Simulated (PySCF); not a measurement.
# Correlation energy of Ni(14+) (nickel, charge +14)

[Ne] 3s2 3p2, high-spin 3P determinant. Calculation: PySCF 2.14, in an even-tempered Gaussian basis (19 s from 0.93 bohr⁻², ratio 2.5; 12 p from 1.2 bohr⁻², ratio 2.5; 5 d from 6.3 bohr⁻², ratio 2.7; 4 f from 9.5 bohr⁻², ratio 2.7); the spin-free X2C one-electron Hamiltonian (Gaussian nucleus). Frozen: 1s2; 12 electrons correlated; the 22 highest virtual orbitals of each spin left out.

MP2 pair energies summed by pair of shells (mhartree):

```json
{"pair": "2p-2p", "energy": "-197.70", "share (%)": "44.4"}
{"pair": "2s-2p", "energy": "-57.76", "share (%)": "13.0"}
{"pair": "3s-3p", "energy": "-56.98", "share (%)": "12.8"}
{"pair": "2p-3p", "energy": "-37.29", "share (%)": "8.4"}
{"pair": "2p-3s", "energy": "-36.97", "share (%)": "8.3"}
{"pair": "3s-3s", "energy": "-27.51", "share (%)": "6.2"}
{"pair": "2s-2s", "energy": "-10.26", "share (%)": "2.3"}
{"pair": "3p-3p", "energy": "-7.97", "share (%)": "1.8"}
{"pair": "2s-3p", "energy": "-6.87", "share (%)": "1.5"}
{"pair": "2s-3s", "energy": "-6.32", "share (%)": "1.4"}
```

Total MP2 correlation energy: -445.64 mhartree.

Same-spin part -114.00 and opposite-spin part -331.64 mhartree; SCS-MP2 scales them by 1/3 and 6/5 to -435.97 mhartree.
